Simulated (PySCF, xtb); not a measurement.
C3H7NOSi, SMILES C#C[Si@H](N)OC. The values are those of a single conformer.

Harmonic wavenumbers (cm⁻¹) from GFN2-xTB run with xtb at its own minimum, in rising order: 52, 93, 100, 130, 153, 175, 255, 320, 326, 505, 618, 647, 679, 685, 709, 753, 842, 925, 1137, 1139, 1154, 1419, 1483, 1490, 1525, 2216, 2226, 2940, 2954, 2987, 3350, 3486, 3520.

What does PBE-D3(BJ)/def2-SVP (PySCF) give at its own minimum? (The exact figures need the calculation; the answer reports its results.)

56, 110, 118, 151, 179, 224, 283, 376, 391, 400, 595, 692, 703, 710, 741, 835, 867, 902, 1110, 1137, 1169, 1421, 1423, 1425, 1489, 2084, 2176, 2911, 2980, 3035, 3389, 3495, 3593. Paired by order, the mean absolute difference is 39 cm⁻¹ and the zero-point energies are 58.6 and 58.9 kcal/mol.
